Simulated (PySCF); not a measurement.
CBrF$_{2}$, charge +2, quartet, at a GFN2-xTB geometry of the parent state (a state made from the parent by changing its charge; the spin is typed, not shown lowest); M062X/STO-3G run with PySCF.

Input for PySCF:
```python
from pyscf import gto, scf, dft

mol = gto.Mole()
mol.atom = '''
    F    -1.55699791   -1.01206517    0.07374414
    C    -0.85015423    0.02709998    0.00640006
    F    -1.49079797    1.10534875   -0.09839782
    Br    0.92945966   -0.02863292    0.00524237
'''
mol.basis = 'sto-3g'
mol.charge = 2
mol.spin = 3
mol.verbose = 3
mol.build()

mf = dft.UKS(mol)
mf.xc = 'm062x'
mf.kernel()
```

Q: Predict the main parts of the log of this PySCF run.

A: 
```
converged SCF energy = -2779.28637329904  <S^2> = 3.7544454  2S+1 = 4.0022221
```
